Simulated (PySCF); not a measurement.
## Calculated properties of `N([SiH2]C)C/C=C\CC#N`

Species: C6H12N2Si.
Cartesian coordinates in Å at the GFN2-xTB level; atoms count from 1:
```
atom  x, y, z in Å
C1     2.0736    2.0779   -0.0871
Si2    1.5297    0.7135   -1.2758
N3     0.6714   -0.4228   -0.3153
C4    -0.0125   -1.5781   -0.8397
C5    -1.2268   -1.9854   -0.0509
C6    -2.0367   -1.2110    0.6550
C7    -1.9081    0.2793    0.8372
C8    -1.1208    0.5458    2.0149
N9    -0.4892    0.7271    2.9508
H10    1.2637    2.3969    0.5616
H11    2.8900    1.7493    0.5479
H12    2.4184    2.9445   -0.6405
H13    2.6911    0.1740   -2.0057
H14    0.5554    1.1978   -2.2670
H15    0.9571   -0.5605    0.6430
H16    0.6599   -2.4477   -0.9002
H17   -0.3176   -1.3437   -1.8657
H18   -1.4474   -3.0436   -0.1010
H19   -2.8640   -1.6629    1.1862
H20   -1.4021    0.7333   -0.0164
H21   -2.8941    0.7333    0.9681
```

Among its groups: nitrile, C=C double bond, Si–H bond and C–Si bond.

**GFN2-xTB geometry**

- Point group of the GFN2-xTB geometry: C1
- Rotational constants A, B, C of the GFN2-xTB geometry: 1.679, 0.999, 0.696 GHz

**PBE0/pcSseg-1 ground state and GIAO shieldings, non-relativistic (PySCF)**

- Dipole moment: 3.21 D
- HOMO energy: -6.88 eV
- LUMO energy: -0.31 eV
- HOMO–LUMO gap: 6.57 eV
- Lowest Hirshfeld atomic charge: -0.24 e on N9
- Highest Hirshfeld atomic charge: +0.37 e on Si2
- 13C chemical shifts (computed TMS as zero) by class: 144.4 (C5), 131.1 (C6), 125.4 (C8), 48.1 (C4), 19.1 (C7), -5.3 (C1) ppm
- 1H chemical shifts (computed TMS as zero) by class: 6.03 (H18), 5.93 (H19), 4.86 (H13/H14), 3.88 (H16/H17), 3.58 (H20/H21), 0.66 (H15), 0.39 (H10/H11/H12) ppm
- Isotropic shieldings of nuclei other than C and H, by class: -28 (N9), 232 (N3), 382 (Si2) ppm
- Mayer bond orders between heavy atoms: C1–Si2 0.97, Si2–N3 0.95, N3–C4 0.97, C4–C5 1.05, C5–C6 1.95, C6–C7 1.03, C7–C8 1.01, C8–N9 3.03

Monoisotopic mass (most abundant isotopes): 140.0770 u.

With B = h/(8π²I), that is 505.379 GHz u Å² over I, the principal moments of inertia are 301.0, 505.9 and 725.8 u Å² (most abundant isotopes). The dipole equals about 10.7 × 10⁻³⁰ C·m (1 D = 3.33564 × 10⁻³⁰ C·m). The rotational constants make it an asymmetric top with κ = (2B − A − C)/(A − C) = -0.38, nearer the prolate limit (−1).

Geometry: GFN2-xTB, one conformer, isolated molecule. NMR classes are plain means over equivalent atoms (diastereotopic ones count apart unless rotation or inversion swaps them), as if these changed places fast; in this geometry the members of some classes differ.
